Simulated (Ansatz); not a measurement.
C2H8Si2, triplet, at the geometry of the source list (a higher spin typed on purpose: for a closed-shell molecule this is an excited state); B3LYP/6-31G in Ansatz (an electronic-structure program).

Here is a job for Ansatz.
Ansatz 0.2 input:
```yaml
crystal:
  periodic: [false, false, false]
  atoms:
    - {symbol: C, position_ang: [0.25520000, 0.36050000, 1.25210000]}
    - {symbol: Si, position_ang: [1.34730000, -0.24900000, -0.20320000]}
    - {symbol: C, position_ang: [-0.25960000, -0.38980000, -1.24230000]}
    - {symbol: Si, position_ang: [-1.34250000, 0.28120000, 0.19250000]}
    - {symbol: H, position_ang: [0.50550000, 1.34690000, 1.63190000]}
    - {symbol: H, position_ang: [0.25060000, -0.30470000, 2.11220000]}
    - {symbol: H, position_ang: [2.30460000, 0.74140000, -0.69870000]}
    - {symbol: H, position_ang: [2.03750000, -1.52020000, 0.03680000]}
    - {symbol: H, position_ang: [-0.27460000, 0.21000000, -2.14790000]}
    - {symbol: H, position_ang: [-0.50430000, -1.40500000, -1.54560000]}
    - {symbol: H, position_ang: [-1.95990000, 1.58210000, -0.07140000]}
    - {symbol: H, position_ang: [-2.36000000, -0.65340000, 0.68360000]}
basis:
  gaussian:
    orbitals: 6-31G
hamiltonian:
  xc: b3lyp
magnetization: {spin_polarized: true, initial_magnetization: 2}
```

It wrote (shortened):

```
Functional definition: B3LYP
790 factors; integrals over basis functions are off by at most 1.9e-4 eV
mean field evaluation 1: about -17944.4631 eV, gradient 3.6e1 eV
mean field evaluation 2: about -17938.6876 eV, gradient 4.6e1 eV
mean field evaluation 4: about -17951.0292 eV, gradient 8.5e-1 eV
mean field evaluation 8: about -17951.2131 eV, gradient 3.0e-2 eV
mean field evaluation 16: about -17951.2131 eV, gradient 2.1e-4 eV
mean field evaluation 32: about -17951.1329 eV, gradient 8.9e-1 eV
mean field -17951.21308840 eV, -659.6949132293 hartree, gradient 1.6e-5 eV, S^2 2.001639; 4 other end points of the search recorded, 0 dependent functions left out
reference -17951.21336627 eV, -659.6949234411 hartree; 25, 23 occupied and 35, 37 virtual orbitals, 790 factors
Total energy: -17951.21336627 eV, -659.6949234411 hartree
```
